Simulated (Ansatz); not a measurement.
Species: C6H9N (charge 0, singlet). 
Coordinates optimised at B3LYP-D3(BJ)/def2-TZVP (Ansatz, a program for electronic structure):
SMILES: Cc1ccc(C)[nH]1
```xyz
16

C      2.4969    -0.6045     0.1651
C      1.1302    -0.0632    -0.0704
C      0.6978     1.0297    -0.7808
C     -0.7225     1.0853    -0.6759
C     -1.1297     0.0253     0.0966
N      0.0078    -0.6630     0.4566
C     -2.4850    -0.4093     0.5332
H      2.6074    -1.6233    -0.2192
H      2.7536    -0.6242     1.2288
H      3.2324     0.0201    -0.3401
H      1.3339     1.7145    -1.3175
H     -1.3753     1.8206    -1.1173
H      0.0175    -1.4905     1.0266
H     -2.7297    -1.4142     0.1752
H     -3.2358     0.2735     0.1378
H     -2.5835    -0.4151     1.6232
```

Basis-set convergence of Hartree-Fock and CCSD(T) correlation energies (hartree) with Ansatz. Correlated levels leave the core frozen unless marked. Spin-orbit coupling is left out. Non-relativistic.

```tsv
basis	functions	E(HF)	E(corr, CCSD(T))
cc-pVDZ	143	-286.91334	-1.07620
cc-pVTZ	336	-286.98916	-1.29250
cc-pVQZ	655	-287.00796	-1.35895
```

Extrapolating the two largest sets (X = 3 and 4) as X^-3: E(corr) = (64·(-1.35895) - 27·(-1.29250))/37 = -1.4074 Eh, an estimate of the basis-set limit. The largest set recovers 96.6 % of it, the smallest 76.5 %.
